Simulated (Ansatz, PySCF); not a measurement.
Pulling on the C2–H3 bond in CH5NSi (SMILES C[Si]N) (multiplicity 1 held, fragments rigid). Energies count from the point at 1.093 Å.
Geometry at that point (charge 0, multiplicity 1):
| atom | x (Å) | y (Å) | z (Å) |
|---|---|---|---|
| Si | -0.2770 | -0.0299 | 0.6534 |
| C | 0.5814 | 1.3396 | -0.3708 |
| H | 0.1332 | 2.3155 | -0.1673 |
| H | 0.5786 | 1.1721 | -1.4515 |
| H | 1.6258 | 1.4080 | -0.0421 |
| N | -0.2193 | -1.2951 | -0.5031 |
| H | 0.1577 | -1.2308 | -1.4393 |
| H | -0.5711 | -2.2185 | -0.3004 |

Restricted levels (R-, RO-) in cc, def2 and unpolarised 6-31G sets keep to the state of the molecule at rest. Active spaces are followed from a long bond inwards. Left out are points that failed, MP2 points in a non-variational dive below the minimum, coupled-cluster points behind a sign of a changed root (a jump of the amplitudes, or a one-step jump against full CI or MRCI), small-basis points behind a change of solution, and semi-empirical points at long bonds. Levels need not reach the same state.

Correlated levels freeze the cores. Rows in 6-31G* carry no dispersion term and start afresh at each structure (6-31G* with six Cartesian d functions).

Run with Ansatz (a program for electronic structure) with Gaussian orbitals; PySCF for 6-31G* rows. Values without a source in brackets are computed.

Energies in kJ/mol.

| R (Å) | R-BP86/6-31G* | R-SCS-MP2/cc-pV(T+d)Z | R-CCSD/cc-pV(T+d)Z | FIC-MRCISD+Q on CASSCF(2,2)/cc-pV(T+d)Z |
|---|---|---|---|---|
| 0.874 | 132 | 119 | 119 | 119 |
| 0.984 | 29 | 23 | 23 | 23 |
| 1.093 | 0 | 0 | 0 | 0 |
| 1.202 | 12 | 16 | 16 | 15 |
| 1.312 | 44 | 53 | 52 | 51 |
| 1.476 | 109 | 125 | 122 | 119 |
| 1.640 | 179 | 201 | 195 | 190 |
| 1.913 | 285 | 317 | 304 | 293 |
| 2.186 | 373 | 413 | 388 | 369 |
| 2.514 | 454 | 499 | 457 | 425 |
| 2.951 | left out | 571 | 507 | 458 |
| 3.498 | left out | 605 | 533 | 470 |

Doubts at one or more of the structures used: a restricted determinant that unrestricted orbitals would lower (R-BP86/6-31G*, R-SCS-MP2/cc-pV(T+d)Z, R-CCSD/cc-pV(T+d)Z); other coupled-cluster roots lie near (R-CCSD/cc-pV(T+d)Z); T1 above 0.05 (R-CCSD/cc-pV(T+d)Z).
